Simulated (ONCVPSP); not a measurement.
What the settings do to the ONCV potential of Bi

Base potential:

* Element: bismuth
* Generator: ONCVPSP 4.0.1
* Type: optimised norm-conserving Vanderbilt (ONCV)
* Functional: PBE
* Relativity: fully relativistic
* Frozen core: [Xe] 4f14
* Valence charge: 15
* Reference configuration: 5d10 6s2 6p2.5 (charge +0.5)
* Partial waves: 6s: rc 1.75 bohr, ncon 4, nbas 8, qcut 3.1 1/bohr, 3 projectors, debl 2.3 Ha; 6p: rc 2.25 bohr, ncon 3, nbas 7, qcut 4 1/bohr, 2 projectors, debl 1.7 Ha; 5d: rc 1.40 bohr, ncon 3, nbas 8, qcut 12 1/bohr, 2 projectors, debl 3.6 Ha
* Local potential: polynomial inside 0.95 bohr (lpopt 5, dvloc0 0 Ha)
* Core correction: polynomial model core, fcfact 0.55

Open shells are filled in proportion to 2j + 1.

Cutoffs, loose and tight: the cutoffs (Ha) at which the residual kinetic energy of the hardest occupied pseudo-wave falls to 1 and 0.1 mHa per electron. They do not see the model core or the augmentation charge, which bear on the density cutoff. Test errors are all-electron minus pseudo excitation energies from the reference, over the configurations 5d10 6s2 6p3; 5d10 6s2 6p2; 5d10 6s2 6p1; 5d10 6s1 6p4. A dash means not determined; rows that change the core or the reference have their own tests.

A true bound ghost makes a file unfit for plane-wave use even where its test errors are small: the radial tests pick states by their node count and pass the ghost by.

| change | outcome | cutoff, loose | cutoff, tight | bound ghosts | GHOST(+) flags above zero | largest test error (meV) |
| --- | --- | --- | --- | --- | --- | --- |
| base | generated | 27 Ha | 46 Ha | s, p3/2, p1/2 | s | -6.3 |
| d: qcut 12.8 | generated | 39 Ha | 53 Ha | s, p3/2, p1/2 | s | -6.3 |
| p: ncon 4, nbas 8 | generated | 27 Ha | 46 Ha | s, p3/2, p1/2 | s, p3/2 | -6.9 |
| core correction polynomial model core, fcfact 1.1 | generated | 27 Ha | 46 Ha | s, p3/2, p1/2 | s | -6.4 |
| core correction none | generated | 27 Ha | 46 Ha | s, p3/2, p1/2 | s | -3.5 |
| d: rc 0.94; local potential polynomial inside 0.94 bohr (lpopt 5, dvloc0 0 Ha) | generated | 36 Ha | 68 Ha | s, p3/2, p1/2 | s, p3/2 | -6.3 |
| scalar-relativistic | generated | 26 Ha | 45 Ha | s, p | s | -14 |
